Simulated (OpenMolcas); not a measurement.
Ni2+ with 4 ligands (oxide) in tetrahedral coordination (Td) at 1.93 Å. A charge of +1.5 e stands 2.4 Å behind each ligand. Ligand basis ANO-RCC-VDZP.

| Item | Value |
| --- | --- |
| Program | OpenMolcas |
| Method | CASSCF |
| Basis | ANO-RCC-VDZP [5s4p2d1f] |
| Scalar Hamiltonian | DKH2, point nucleus |
| Active space | 8 electrons in 5 orbitals (3d) |
| State averaging | 2S+1 = 3 even, 10 roots; 2S+1 = 1 even, 15 roots |
| Spin-orbit coupling | state interaction with AMFI integrals over the reference wave functions |

Task: What is the spin-free ground state (labels of Td)?

Result: 3T1, 3-fold in its orbital part, 100 % from free-ion F terms; it has the highest spin that d8 allows.

Task: Where is the first state of the same spin?

Result: 3T2 at 2090 cm-1 above the ground state.

Task: What are the lowest two levels with spin-orbit coupling?

Result: A 1-fold level A1, then a 3-fold level T1 335.4 cm-1 above it. Their leading multiplicities are 3 (100 %) and 3 (100 %).

Task: What is χT at 300 K, and how does it compare with the textbook value?

Result: The lowest level has 2S+1 = 3, for which the spin-only value is χT = S(S+1) / 2 = 1.000 cm3 K/mol (g = 2). The computed 2.637 at 300 K differs by +1.637, through orbital momentum, spin-orbit coupling and any other state in reach. With a threefold ground state the orbital momentum is unquenched, so the spin-only value is not expected to hold.

Task: Which ligand-field parameters describe the states?

Result: A least-squares ligand-field fit to the states below 45000 cm-1, each weighted by its degeneracy and with a free common offset, gives 10Dq = -2533 cm-1 (negative for this site), B = 1249 cm-1 and C = 4590 cm-1 (C/B = 3.68), with an rms deviation of 46 cm-1. 

An orbital triplet at a regular site is open to Jahn-Teller coupling, which can distort the site and quench the lowest spin-orbit gaps and is left out. Without dynamic correlation the repulsion within the d shell is too large (B by tens of per cent), so at a given field states of lower spin stand too high. The oxide ions are held by bare point charges, a crude embedding. Ligand-to-metal charge-transfer states are missing. With oxide or sulfide held by bare charges the field of late divalent 3d ions can come out several times too small, and g and χT far too large. With no ligand orbital active B as a rule stays too high, so bands that hang on it stand too high and its fall with covalency is understated. With metal d orbitals alone and no dynamic correlation the field as a rule comes out too small, by tens of per cent, by up to half for chloride and softer ligands, and with too little covalency χT stands high. No measured value stands beside these numbers; the geometry was imposed, not optimised, and the real ion may take another.
